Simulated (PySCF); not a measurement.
[NiI4]2-: Ni(II) (d8), charge -2. The structure is a PBE0-D3(BJ)/def2-SVP, IEF-PCM water geometry optimised for multiplicity 3; coordination tetrahedral, point group Cs, metal–donor distances 2.63 Å.

Method (PySCF 2.14, density fitting): CASSCF(8,5) with orbitals averaged over all microstates of the shell, strongly contracted NEVPT2 on the averaged canonical orbitals; basis x2c-TZVPall on the metal, x2c-SVPall elsewhere; spin-free X2C; IEF-PCM water; spin-orbit coupling by state interaction with the mean-field operator over all roots.

CASSCF energies above the lowest CASSCF root:

| state | CASSCF / cm⁻¹ |
| --- | --- |
| 3A'' (from 3T1) | 0 |
| 3A'' (from 3T1) | 585 |
| 3A' (from 3T1) | 613 |
| 3A' (from 3T2) | 1416 |
| 3A' (from 3T2) | 1744 |
| 3A'' (from 3T2) | 1862 |
| 3A'' (from 3A2) | 3156 |
| 1A'' (from 1T2) | 16210 |
| 1A' (from 1T2) | 16348 |
| 1A' (from 1T2) | 16612 |
| 1A' (from 1E) | 16890 |
| 1A'' (from 1E) | 17193 |
| 3A'' (from 3T1) | 19899 |
| 3A' (from 3T1) | 20102 |
| 3A'' (from 3T1) | 20374 |
| 1A' (from 1T2) | 24919 |
| 1A' (from 1T2) | 24982 |
| 1A'' (from 1T2) | 25200 |
| 1A'' (from 1T1) | 25470 |
| 1A' | 25907 |
| 1A'' (from 1T1) | 26057 |
| 1A' (from 1T1) | 26204 |

Task: How does dynamic correlation (SC-NEVPT2) move these states?

Result: 
| state | NEVPT2 / cm⁻¹ | shift / cm⁻¹ |
| --- | --- | --- |
| 3A'' (from 3T1) | 0 | 0 |
| 3A'' (from 3T1) | 1107 | +522 |
| 3A' (from 3T1) | 1158 | +545 |
| 3A' (from 3T2) | 2704 | +1288 |
| 3A' (from 3T2) | 3295 | +1551 |
| 3A'' (from 3T2) | 3539 | +1676 |
| 3A'' (from 3A2) | 5960 | +2805 |
| 1A'' (from 1T2) | 14555 | -1655 |
| 1A' (from 1T2) | 14792 | -1556 |
| 1A' (from 1T2) | 15327 | -1285 |
| 1A' (from 1E) | 15726 | -1164 |
| 1A'' (from 1E) | 16251 | -942 |
| 3A'' (from 3T1) | 17919 | -1980 |
| 3A' (from 3T1) | 18280 | -1821 |
| 3A'' (from 3T1) | 18675 | -1699 |
| 1A' (from 1T2) | 23303 | -1617 |
| 1A' (from 1T2) | 23376 | -1606 |
| 1A'' (from 1T2) | 23828 | -1372 |
| 1A'' (from 1T1) | 24307 | -1162 |
| 1A' | 25263 | -644 |
| 1A'' (from 1T1) | 25229 | -828 |
| 1A' (from 1T1) | 25529 | -676 |

No frequencies were computed for the optimised geometry. NEVPT2 lifts 3A'' (from 3A2) from 3156 to 5960 cm⁻¹; on the d shell alone such lifts tend to overshoot.
